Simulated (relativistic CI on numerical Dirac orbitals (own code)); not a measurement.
## Rh4+: 3d photoemission

Computed with this model: Dirac-Coulomb-Breit CI, orbitals from a KLI potential per configuration, QED by a radiative potential, valence Slater integrals scaled by 0.8, multiplet model of photoemission in the sudden approximation; configurations [Kr] 4d5 → [Ar] 3d9 4s2 4p6 4d5; 300 K; Lorentzian 0.42 eV and Gaussian 0.5 eV FWHM. Energies are those of the free ion, without screening or charge transfer. The energies are binding energies and can lie tens of eV above those of solids. S is read from ⟨S²⟩ = S(S + 1).

Field parameters in Wybourne normalisation: D3d B²₀ = −7Dσ, B⁴₀ = −14Dq − 21Dτ, B⁴₃ = −14√(10/7) Dq. The field is a parameter set, without covalency.

free ion: ground-state S = 2.49, centroid 376.60 eV. Peaks (eV, height): 373.9 (100), 378.3 (72), 379.9 (18), 386.5 (12).

D3d, 10Dq = 24100, Dσ = 990, Dτ = -490 cm⁻¹: ground-state S = 0.63, centroid 376.96 eV. Peaks (eV, height): 374.2 (100), 376.3 (9), 378.8 (31), 385.7 (6).

Strongest unbroadened transitions for D3d, 10Dq = 24100, Dσ = 990, Dτ = -490 cm⁻¹:

```tsv
Energy (eV)	Relative strength
374.02	100.0
374.03	48.3
374.15	69.3
374.16	56.8
374.18	33.6
374.22	9.9
374.26	13.2
374.29	44.2
374.32	32.3
374.43	99.7
374.51	10.6
375.11	10.8
375.42	8.4
378.70	9.8
379.29	7.3
379.34	8.6
379.57	8.2
379.60	10.7
```
